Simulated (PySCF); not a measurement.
A side-by-side comparison of computed properties.

First species: Ti(NCS)2(OMe)2, C4H6N2O2S2Ti (singlet state).
Geometry (PBE0-D3(BJ)/def2-SVP, Å), atoms numbered from 1 in this order:
```xyz
17
C4H6N2O2S2Ti angstrom
Ti     0.3712    0.0524    0.3195
N      0.4410    0.0350    2.2283
C      0.4010    0.0181    3.4282
S      0.3570   -0.0044    5.0040
N      2.1485    0.0156   -0.3757
C      3.2231   -0.0101   -0.9110
S      4.6377   -0.0444   -1.6063
O     -0.4114    1.5059   -0.2282
C     -1.2239    2.4235   -0.8782
H     -1.6049    3.1660   -0.1580
H     -2.0828    1.9210   -1.3545
H     -0.6495    2.9535   -1.6561
O     -0.4702   -1.3568   -0.2422
C     -1.1517   -2.4432   -0.7694
H     -0.4906   -3.0166   -1.4400
H     -2.0323   -2.1083   -1.3424
H     -1.4907   -3.1076    0.0422
```

Second species: methyl benzoate, C8H8O2.
Cartesian coordinates in Å at the PBE0-D3(BJ)/def2-SVP level; atoms count from 1:
```
atom  x, y, z in Å
C1     3.283   -0.234   -1.000
O2     1.880   -0.362   -0.876
C3     1.316    0.346    0.111
O4     1.950    1.054    0.852
C5    -0.157    0.154    0.181
C6    -0.857    0.845    1.176
C7    -2.236    0.701    1.285
C8    -2.921   -0.134    0.400
C9    -2.225   -0.824   -0.593
C10   -0.844   -0.682   -0.706
H11    3.560    0.799   -1.259
H12    3.786   -0.498   -0.058
H13    3.586   -0.919   -1.800
H14   -0.294    1.490    1.853
H15   -2.782    1.240    2.062
H16   -4.004   -0.248    0.485
H17   -2.763   -1.476   -1.285
H18   -0.288   -1.215   -1.477
```

Levels: PBE0/def2-SVPD for HOMO energy, LUMO energy, HOMO–LUMO gap and static isotropic polarisability; TDDFT PBE0/def2-SVPD for lowest singlet excitation; TDA PBE0/def2-SVPD for lowest triplet excitation (Tamm–Dancoff). Geometries: PBE0-D3(BJ)/def2-SVP. All species are isolated and taken at one optimised geometry, non-relativistic unless stated. Electronic properties by PySCF.

The conformers computed, where there is a choice (atom-mapped SMILES and torsion angles):
- `[CH3:1][O:2][C:3](=[O:4])[c:5]1[cH:6][cH:7][cH:8][cH:9][cH:10]1`: C1–O2–C3–O4 0°, O2–C3–C5–C6 180°

**Question.** Which has the higher HOMO–LUMO gap?

**Answer.** The second: 6.16 eV against 4.49 eV, a difference of 1.67 eV.

**Question.** Which has the higher HOMO energy?

**Answer.** The first: -7.26 eV against -7.61 eV, a difference of 0.35 eV.

**Question.** Which has the higher static isotropic polarisability?

**Answer.** The first: 188.3 au against 100.7 au, a difference of 87.6 au.

**Question.** Which has the higher S1 energy?

**Answer.** The second: 5.02 eV against 3.40 eV, a difference of 1.62 eV.

**Question.** Which has the higher LUMO energy?

**Answer.** The second: -1.45 eV against -2.77 eV, a difference of 1.32 eV.

**Question.** Which of the two has the higher T1 energy, and by how much?

**Answer.** The second: 3.79 eV against 3.09 eV, a difference of 0.70 eV.

On the first: No computed singlet falls in the visible range (750 to 380 nm, 1.65 to 3.26 eV); S1 lies 0.14 eV above its blue end. S1 lies 1.09 eV below the HOMO–LUMO gap; its leading configuration is HOMO−1→LUMO, weight 0.97.

On the second: S1 lies 1.14 eV below the HOMO–LUMO gap; its leading configuration is HOMO−2→LUMO, weight 0.95. No computed singlet falls in the visible range (750 to 380 nm, 1.65 to 3.26 eV); S1 lies 1.76 eV above its blue end.
